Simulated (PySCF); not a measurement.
A structure optimised at PBE-D3(BJ)/def2-SVP, used in a PySCF frequency run:

```xyz
11

C     -1.7493    -0.1839     0.0349
C     -0.4739     0.6204    -0.0823
F     -0.1347     1.1232     1.1494
F     -0.6862     1.7086    -0.9099
C      0.7402    -0.1012    -0.6731
Cl     1.1979    -1.5625     0.2559
H     -1.5823    -1.0572     0.6918
H     -2.5370     0.4599     0.4692
H     -2.0747    -0.5358    -0.9623
H      1.5951     0.6010    -0.6661
H      0.5209    -0.4028    -1.7145
```

### Question
Write its SMILES and formula.

### Answer
CC(F)(F)CCl, C3H5ClF2

### Question
What are its rotational constants (standard atomic weights)?

### Answer
4.7864, 1.7224, 1.6891 GHz
